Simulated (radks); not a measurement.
Q: Species: Xe4+. Configuration: [Kr] 4d9.75 5s2 5p2.25 (fractional occupations, a model configuration). All-electron calculation, Dirac Kohn-Sham, exchange-only LDA, spin-unpolarised, spherical densities, finite nucleus; open shells fill j = l - 1/2 first; Fermi nuclear charge, rms radius 4.7859 fm. Program: a radial shooting solver on a logarithmic mesh with Libxc functionals. Some entries of the table are withheld. Estimate them.

| orbital | occ. | eigenvalue (eV) | <r> (bohr) | <r^2> (bohr^2) |
|---|---|---|---|---|
| 1s1/2 | 2 | -34353.82 | 0.02668 | 0.0009654 |
| 2s1/2 | 2 | -5385.957 | 0.1143 | 0.01546 |
| 2p1/2 | 2 | -5065.771 | 0.09624 | 0.01140 |
| 2p3/2 | 4 | -4741.590 | 0.1020 | 0.01268 |
| 3s1/2 | 2 | -1138.941 | 0.3065 | 0.1075 |
| 3p1/2 | 2 | -1005.558 | 0.2965 | 0.1022 |
| 3p3/2 | 4 | -944.0038 | 0.3082 | 0.1102 |
| 3d3/2 | 4 | -708.3118 | 0.2789 | 0.09206 |
| 3d5/2 | 6 | -695.2865 | 0.2826 | 0.09437 |
| 4s1/2 | 2 | -243.5038 | 0.7156 | 0.5786 |
| 4p1/2 | 2 | (1) | 0.7438 | 0.6302 |
| 4p3/2 | 4 | (2) | 0.7716 | 0.6781 |
| 4d3/2 | 4 | -106.7885 | 0.8620 | 0.8654 |
| 4d5/2 | 5.75 | -104.7529 | 0.8725 | 0.8863 |
| 5s1/2 | 2 | -61.0492 | 1.704 | 3.245 |
| 5p1/2 | 2 | (3) | (4) | 4.010 |
| 5p3/2 | 0.25 | (5) | (6) | 4.280 |
| 5d3/2 | 0 | (7) | 2.522 | 7.168 |
| 5d5/2 | 0 | (8) | 2.543 | 7.287 |
| 4f5/2 | 0 | -26.2985 | (9) | 3.207 |
| 4f7/2 | 0 | -26.1887 | (10) | 3.247 |
| 6s1/2 | 0 | (11) | 3.492 | 13.57 |
| 6p1/2 | 0 | -20.7901 | 3.910 | 17.05 |
| 6p3/2 | 0 | -20.2411 | 4.009 | 17.92 |

A: 
(1) 4p1/2 eigenvalue (eV): -196.1558
(2) 4p3/2 eigenvalue (eV): -183.6835
(3) 5p1/2 eigenvalue (eV): -48.3830
(4) 5p1/2 <r> (bohr): 1.891
(5) 5p3/2 eigenvalue (eV): -46.4595
(6) 5p3/2 <r> (bohr): 1.954
(7) 5d3/2 eigenvalue (eV): -28.8252
(8) 5d5/2 eigenvalue (eV): -28.5819
(9) 4f5/2 <r> (bohr): 1.584
(10) 4f7/2 <r> (bohr): 1.595
(11) 6s1/2 eigenvalue (eV): -24.9206
